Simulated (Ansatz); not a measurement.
One change: `N#C[Si](F)(F)Cl` becomes `N#C[Si](F)(F)F`.

Ansatz, PBE0-D4/def2-TZVP geometries, multiplicity 1. 

```json
{"property": "HOMO–LUMO gap (PBE0/def2-TZVPP) / eV", "`N#C[Si](F)(F)Cl`": "9.11"}
{"property": "HOMO energy (B3LYP/def2-TZVPP) / eV", "`N#C[Si](F)(F)Cl`": "-10.22"}
{"property": "size of the dipole moment (PBE/def2-TZVPP) / D", "`N#C[Si](F)(F)Cl`": "2.11"}
{"property": "HOMO energy (PBE/def2-TZVPP) / eV", "`N#C[Si](F)(F)Cl`": "-9.05"}
{"property": "size of the dipole moment (ωB97M-V/def2-TZVPP) / D", "`N#C[Si](F)(F)Cl`": "2.13"}
{"property": "LUMO energy (B3LYP/def2-TZVPP) / eV", "`N#C[Si](F)(F)Cl`": "-1.63"}
```

Problem. Give the same properties after the change, and the shifts. (An estimate is asked.)

Solution. Ansatz gave: 
```csv
property,`N#C[Si](F)(F)F`,shift
HOMO–LUMO gap (PBE0/def2-TZVPP) / eV,9.62,0.51
HOMO energy (B3LYP/def2-TZVPP) / eV,-10.71,-0.49
size of the dipole moment (PBE/def2-TZVPP) / D,1.67,-0.44
HOMO energy (PBE/def2-TZVPP) / eV,-9.40,-0.35
size of the dipole moment (ωB97M-V/def2-TZVPP) / D,1.68,-0.45
LUMO energy (B3LYP/def2-TZVPP) / eV,-1.62,0.01
```

Dipoles are sizes alone; their direction can turn.

B3LYP here is the variant with VWN-RPA as its local correlation; programs differ in this.
